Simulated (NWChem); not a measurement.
Species: SiNH3OClF; SMILES N[Si](O)(F)Cl

```xyz
8

N     -0.4797     1.1748    -1.3664
Si     0.0286     0.3299     0.0193
O      1.5922     0.6542     0.3869
F     -0.9791     0.7880     1.1929
Cl    -0.0786    -1.7135    -0.0671
H      0.0093     1.0509    -2.2458
H     -1.4715     1.3256    -1.5156
H      1.8316     1.5866     0.3668
```
Atoms are numbered in this order, from 1.

Program: NWChem. Pople sets run with spherical d functions. Coordinates come from a PBE0/def2-SVP optimisation. Level SCAN/6-31G*: energy and gradient on several grids; changes count from the extra-fine grid, which is no exact limit either.

```tsv
grid	size of the energy change (μHa)	largest change of a gradient component (μHa/bohr)	time, medium = 1 (rough)
xcoarse	10000	4000	about 1
coarse	700	2000	about 1
medium	6000	600	about 1
fine	400	500	about 1
xfine	< 10	< 30	2
```
